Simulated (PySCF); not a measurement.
Interval between two levels of Ni⁺ by level of theory

Ni⁺ [Ar] 3d9 [2D5/2, M_J = 5/2] → Ni⁺ [Ar] 3d8 4s1 [4F9/2, M_J = 9/2], as a difference of total energies. Calculation: PySCF 2.14, in x2c-TZVPall-2c with one added diffuse shell each of s, p, d type (7s8p5d1f, 63 functions); the two-component X2C-1e Hamiltonian. Correlated levels: [Ne] frozen; the 6 highest virtual spinors dropped. "Screened" scales the spin-orbit matrix elements by Boettger's factors to mimic the two-electron term; Breit and QED terms are absent.

Order these methods by the interval between two levels they give, lowest first.
A. GHF (screened spin-orbit)
B. GMP2 (spin-free)
C. GHF (spin-free)
D. GMP2 (screened spin-orbit)

A (-8519.6 cm⁻¹), C (-8106.6 cm⁻¹), D (13006 cm⁻¹), B (13427 cm⁻¹).

Errors of the correlated levels include the incompleteness of this basis and the frozen core.

The labels give the starting determinants; with spin-orbit coupling the two ends relaxed to ⟨J²⟩ = 8.76, ⟨L²⟩ = 6.01, ⟨S²⟩ = 0.75 and ⟨J²⟩ = 24.76, ⟨L²⟩ = 12.01, ⟨S²⟩ = 3.75.

For comparison: 8393.9 cm⁻¹ (measured; NIST Handbook of Basic Atomic Spectroscopic Data (Sansonetti and Martin, J. Phys. Chem. Ref. Data 34, 1559 (2005))).
